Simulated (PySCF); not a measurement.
Vertical excitation energies

Compound: C2H2F3PS.
Structure used (GFN2-xTB), in Å, numbered top down from 1:
```xyz
9
C2H2F3PS angstrom
F     -0.9411   -1.0703   -1.4134
C     -1.3662   -0.4562   -0.3170
F     -2.6541   -0.6336   -0.1281
C     -0.5157    0.2742    0.3966
F     -0.8878    0.9030    1.5172
P      1.2802    0.2526    0.0326
S      2.2483   -1.2187    0.7927
H      1.5899    1.5489    0.4473
H      1.2601    0.4060   -1.3530
```

Computed, not measured: PySCF 2.14.0, density-fitted response routines, TDDFT CAM-B3LYP/def2-SVPD, vertical, gas phase, core orbitals frozen in the response.

| state | E (eV) | E (hartree) | f | main configurations (H = HOMO, L = LUMO) |
| --- | --- | --- | --- | --- |
| S1 | 5.14 | 0.1889 | 0.036 | H→L (93%) |
| S2 | 5.16 | 0.1895 | 0.015 | H-1→L (92%) |
| S3 | 5.73 | 0.2105 | 0.0024 | H→L+1 (55%), H-1→L+3 (10%), H-1→L+1 (9%) |
| S4 | 5.93 | 0.2180 | 0.0097 | H-1→L+1 (32%), H-1→L+3 (25%), H→L+1 (15%) |
| S5 | 6.03 | 0.2215 | 0.0037 | H-1→L+2 (35%), H→L+2 (18%), H-1→L+3 (16%) |
| S6 | 6.35 | 0.2335 | 0.023 | H-1→L+3 (38%), H-1→L+1 (30%), H-1→L+2 (16%) |
| S7 | 6.40 | 0.2353 | 0.020 | H→L+2 (47%), H→L+3 (22%), H→L+1 (12%) |
| S8 | 6.60 | 0.2424 | 0.024 | H-2→L+1 (37%), H-2→L+2 (18%) |

Triplets, Tamm–Dancoff:

| state | E (eV) | λ (nm) | main configurations (H = HOMO, L = LUMO) |
| --- | --- | --- | --- |
| T1 | 4.11 | 301.6 | H-2→L (52%), H→L (28%) |
| T2 | 4.76 | 260.6 | H-1→L (75%), H→L (10%) |
| T3 | 4.85 | 255.7 | H→L (50%), H-2→L (24%) |

The lowest singlet lies at 5.14 eV (241 nm, ultraviolet) and is of moderate strength; its leading configuration is HOMO→LUMO (93%). The lowest level is also the most intense of those listed (f = 0.036). Löwdin shares by element: HOMO sulfur 71%, phosphorus 16%, carbon 5% or more; LUMO carbon 44%, sulfur 16%, phosphorus 16% (atoms not listed hold the other 24%). Weighted by f, the mean energy of these states is 5.90 eV. The listed states span 1.46 eV, and the widest gap between neighbours is 0.57 eV (S2 to S3). The oscillator strengths of these states sum to 0.133; summed over the whole spectrum of an exact calculation they would give the number of electrons, 72 (Thomas–Reiche–Kuhn). Only the lowest 8 singlets were computed, as vertical energies without vibronic structure.

One conformer stands for the species.
